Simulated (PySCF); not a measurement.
Species: C4H8Ge.
Numbering: `[CH2:1]=[CH:2][C:3](=[CH2:4])[GeH3:5]` (hydrogens: H6, H7 on C1; H8 on C2; H9, H10 on C4; H11, H12, H13 on Ge5)

Method: PySCF 2.14.0, PBE0-D3(BJ)/def2-SVP geometry optimisation, gas phase; density fitting, grid level 1; the optimiser is geomeTRIC in internal coordinates, started from a GFN2-xTB structure with every atom displaced at random (about 0.01 Å).

Step 0: E = -60772.7386 eV
```
atom  x, y, z in Å  |  force x, y, z in eV/Å
C1      1.7079   -0.8576   -0.7511   -1.095   0.879   0.530
C2      1.3062    0.1305    0.0698    0.356  -0.399  -0.306
C3     -0.0917    0.4476    0.3711    1.039  -0.422  -0.404
C4     -0.3377    1.4415    1.2196   -2.498   0.195   0.334
Ge5    -1.5204   -0.5910   -0.4577    0.081   0.572   0.438
H6      0.9567   -1.4496   -1.2596   -0.103  -0.415  -0.256
H7      2.7332   -1.0424   -0.9621    1.059  -0.256  -0.188
H8      2.0738    0.7533    0.5604   -0.195  -0.083  -0.036
H9      0.3893    2.0414    1.7223    0.949   0.409   0.297
H10    -1.3954    1.6848    1.4736    0.600  -0.009  -0.086
H11    -2.8375   -0.0596    0.0470   -0.499   0.275   0.260
H12    -1.4437   -2.0379   -0.0932    0.163  -0.835   0.220
H13    -1.5348   -0.4779   -1.9504    0.143   0.089  -0.804
```

**Question.** Estimate the geometry and energy of step 1. (The exact step hangs on the optimiser's Hessian estimate; all steps are aligned on step 0, rigid shifts and turns removed.)

**Answer.** E = -60772.8761 eV, largest force 0.398 eV/Å
```
atom  x, y, z in Å  |  force x, y, z in eV/Å
C1      1.7089   -0.8324   -0.7889    0.263  -0.185  -0.148
C2      1.3069    0.0871    0.0941   -0.081   0.180   0.056
C3     -0.0824    0.4379    0.3828   -0.171  -0.068   0.065
C4     -0.3898    1.4454    1.2199    0.332   0.209  -0.067
Ge5    -1.5447   -0.5827   -0.4264   -0.031  -0.157  -0.093
H6      1.0015   -1.4385   -1.3649    0.008   0.032   0.002
H7      2.7750   -1.0128   -0.9798   -0.183   0.006   0.067
H8      2.0653    0.6621    0.6416    0.008   0.011  -0.005
H9      0.3986    2.0465    1.7014   -0.095  -0.132  -0.046
H10    -1.4150    1.7565    1.4180   -0.154  -0.054   0.075
H11    -2.8872   -0.0234    0.1037    0.155  -0.042  -0.048
H12    -1.4110   -2.0813   -0.0347   -0.051   0.213  -0.078
H13    -1.5204   -0.4813   -1.9770   -0.001  -0.013   0.220
```

The energy changes by -0.1375 eV. The first-order estimate −F·Δx gives -0.3556 eV and the mean of the old and new forces, exact on a quadratic surface, -0.1409 eV. The step makes an angle of 69° with the force vector and moves no atom by more than 0.122 Å.

What follows is the cost of the whole optimisation. Time: 56 s of wall time; peak memory 0.54 GiB. Hardware: one thread of an Arm Neoverse V2, shared host with 96 logical CPUs at a one-minute load of 67.
